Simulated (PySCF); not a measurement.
PySCF input file for PbS, SMILES [S]=[Pb] (connectivity only; charge and spin as stated), neutral, multiplicity 1, PBE0-D3(BJ)/def2-TZVP. Geometry optimised at PBE0-D3(BJ)/def2-TZVP. The def2 effective core potentials stand for the cores of Pb; spin–orbit coupling is left out.

```python
import numpy as np
from pyscf import gto, scf, dft
from pyscf.hessian import thermo

mol = gto.M(
    atom='''
    Pb    0.00000000    0.00000000   -0.37251306
    S     0.00000000    0.00000000    1.90912943
    ''',
    basis='def2-TZVP',
    ecp={'Pb': 'def2-tzvp'},
    charge=0,
    spin=0,
    max_memory=1600,
    verbose=3,
)
mf = dft.RKS(mol, xc='pbe0').density_fit(auxbasis='def2-universal-jkfit')
mf.disp = 'd3bj'
mf.grids.level = 3
mf.conv_tol = 1e-11
mf.max_cycle = 100
mf.kernel()

# analytic Hessian; the response equations are solved on a coarser grid
h, args, fine = mf.Hessian(), (mf.mo_energy, mf.mo_coeff, mf.mo_occ), mf.grids
h1ao = h.make_h1(mf.mo_coeff, mf.mo_occ)
mf.grids = dft.Grids(mol).set(level=1).build(with_non0tab=True)
mo1, mo_e1 = h.solve_mo1(*args, h1ao)
mf.grids = fine
hess = h.hess_elec(*args, mo1, mo_e1, h1ao) + h.hess_nuc()
if mf.do_disp():
    hess += h.get_dispersion()
for i in range(mol.natm):  # the analytic DFT Hessian lacks the response of the grid: restore translational invariance
    hess[i, i] -= hess[i].sum(axis=0)
hess = (hess + hess.transpose(1, 0, 3, 2)) / 2
vib = thermo.harmonic_analysis(mol, hess, imaginary_freq=False)
thermo.dump_normal_mode(mol, vib)
th = thermo.thermo(mf, vib['freq_au'][vib['freq_au'] > 0], 298.15, 101325)
thermo.dump_thermo(mol, th)
g0 = mf.nuc_grad_method().set(verbose=0).kernel()

# dipole derivatives [dipole axis, atom, xyz] from the same response
r, irp = mol.intor('int1e_r'), mol.intor('int1e_irp').reshape(3, 3, mol.nao, mol.nao)
sl, dm0, ok = mol.aoslice_by_atom(), np.array(mf.make_rdm1()), []
dmu = np.einsum('a,xt->xat', mol.atom_charges(), np.eye(3))
for a, (_, _, p0, p1) in enumerate(sl):
    dmu[:, a] += 2 * np.einsum('xtij,ij->xt', irp[:, :, :, p0:p1], dm0.reshape(-1, mol.nao, mol.nao).sum(0)[:, p0:p1])
    for u, c, occ, f in [(mo1, mf.mo_coeff, mf.mo_occ, 4)]:
        dmu[:, a] -= f * np.einsum('tui,xuv,vi->xt', u[a], r, c[:, occ > 0], optimize=True)
L = vib['norm_mode']
ir = 974.8801 * (np.einsum('xat,kat->kx', dmu, L) ** 2).sum(1)       # km/mol
apt = np.einsum('xax->a', dmu) / 3
print('mode   freq/cm-1   IR/(km/mol)')
for k, w in enumerate(vib['freq_wavenumber']):
    print(f'{k + 1:4d} {w:11.2f} {ir[k]:13.3f}')
print('max |gradient| / (hartree/bohr):', abs(g0).max())
print('APT charges:', apt.round(4))
```

Program output:

```
converged SCF energy = -590.981757382358

WARN: DFTD3 does not support analytical Hessian, using finite difference


WARN: Mole.unit (angstrom) is changed to Bohr

Mode                                 0
Irrep
Freq [cm^-1]                      453.9412
Reduced mass [au]                  36.1550
Force const [Dyne/A]                4.3895
Char temp [K]                     653.1204
Normal mode                   x     y     z
       0  Pb                 0.00  0.00 -0.03
       1   S                 0.00  0.00  0.16
temperature 298.1500 [K]
pressure 101325.00 [Pa]
Rotational constants [GHz] inf 3.49654 3.49654
Symmetry number 1
Zero-point energy (ZPE) 0.00103 [Eh]   2715.172 [J/mol]
                           tot       elec      trans        rot        vib
Entropy [J/mol/K]       250.868      0.000    177.060     70.528      3.280
Cv [J/mol/K]             26.444      0.000     12.472      8.314      5.658
Cp [J/mol/K]             34.758      0.000     20.786      8.314      5.658
Internal energy [J/mol]                      3718.434   2478.956   3399.062
Internal energy [Eh]   -590.97810  -590.98176
Enthalpy [J/mol]                             6197.391   2478.956   3399.062
Enthalpy [Eh]          -590.97716
Gibbs free energy [J/mol]                  -46593.089 -18548.873   2421.125
Gibbs free energy [Eh] -591.00565
mode   freq/cm-1   IR/(km/mol)
   1      453.94        43.664
max |gradient| / (hartree/bohr): 1.3412875778417576e-05
APT charges: [ 0.6244 -0.6244]
```

The run converged.

Cost: around 24 core-seconds (rough).
